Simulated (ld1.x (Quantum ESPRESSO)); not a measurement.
# Transferability test, ultrasoft potential for carbon

carbon (C), ultrasoft, made with ld1.x (Quantum ESPRESSO) 7.5 (PW91, scalar-relativistic). Core [He], reference 2s2 2p2. Waves: 2s (bound): rcut 1.20, rcutus 1.40 bohr; 2s channel at -0.45 Ry: rcut 1.20, rcutus 1.40 bohr; 2p (bound): rcut 1.40, rcutus 1.55 bohr; 2p channel at 3.15 Ry: rcut 1.40, rcutus 1.55 bohr; 3d channel at 0.05 Ry: rcut 1.15, rcutus 1.40 bohr. Local part: all-electron potential smoothed inside 1.10 bohr (lloc = -1). Core correction: a·sin(br)/r model core, default radius (core density twice the valence density). Augmentation charge: built from norm-conserving waves at rcut, not smoothed further.

Energies are relative to the spin-unpolarised reference configuration 2s2 2p2; without spin polarisation the order of configurations can differ from experiment. Not all tests gave a result: test run stopped at test 5 of 7 (negative rho).

```csv
valence configuration,charge,ΔE all-electron (eV),error AE − PS (meV)
2s2 2p0,+2,35.161,+73
2s1 2p0,+3,83.418,+173
2s2 2p1.5,+0.5,3.995,-33
```

**Question.** What are ΔE and the potential's error for 2s2 2p1?

**Answer.** ΔE = 10.928 eV all-electron; the error (AE − PS) is -80 meV.

A Bessel basis up to 400 Ry misses an occupied level by 0.34 Ry, so cutoffs and ghosts were not judged.
